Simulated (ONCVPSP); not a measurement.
# P (Z = 15), ONCV: configuration errors across variants

ONCVPSP 4.0.1 input, shortened (lines: element, Z, core and valence counts, functional; n l f; lmax; l rc ep ncon nbas qcut; lloc lpopt rc5 dvloc0; l nproj debl; icmod fcfact rcfact), PBEsol, non-relativistic:

```
  P 15.00    3    2  -116133      upf
    1    0    2.00
    2    0    2.00
    2    1    6.00
    3    0    2.00
    3    1    3.00
    2
    0    1.60    0.00    4    7    4.20
    1    1.75    0.00    3    6    3.80
    2    1.40    0.28    5   10    6.70
    4    5    1.15    6.00
    0    2    2.80
    1    1    3.80
    2    1    1.90
    3    4.50    1.80
```

All-electron excitation energies from the reference (eV): (1) 3s2 3p2 9.710; (2) 3s2 3p1 28.834; (3) 3s2 3p0 58.550; (4) 3s1 3p4 8.422.

Errors AE − PS in meV (a dash: test not solved or not reliable):

```csv
change,(1),(2),(3),(4),bound ghosts,GHOST(+) flags above zero
base,+1.7,-13,-131,-4.1,none,s
p: rc 2.38,+0.7,-21,-169,-1.5,none,s
"all radii but the core radius scaled by about 0.86 (s 1.38, p 1.52, d 1.20 bohr); local potential polynomial inside 1.00 bohr (lpopt 5, dvloc0 6 Ha)",+1.6,-12,-125,-4.4,none,s
s: nbas 8,+1.8,-12,-130,-4.6,none,s
```

Question: Give the same row for: s: nproj 1.

Answer: +2.7, -5.3, -103, -4.0; bound ghosts: none; GHOST(+) flags above zero: none.
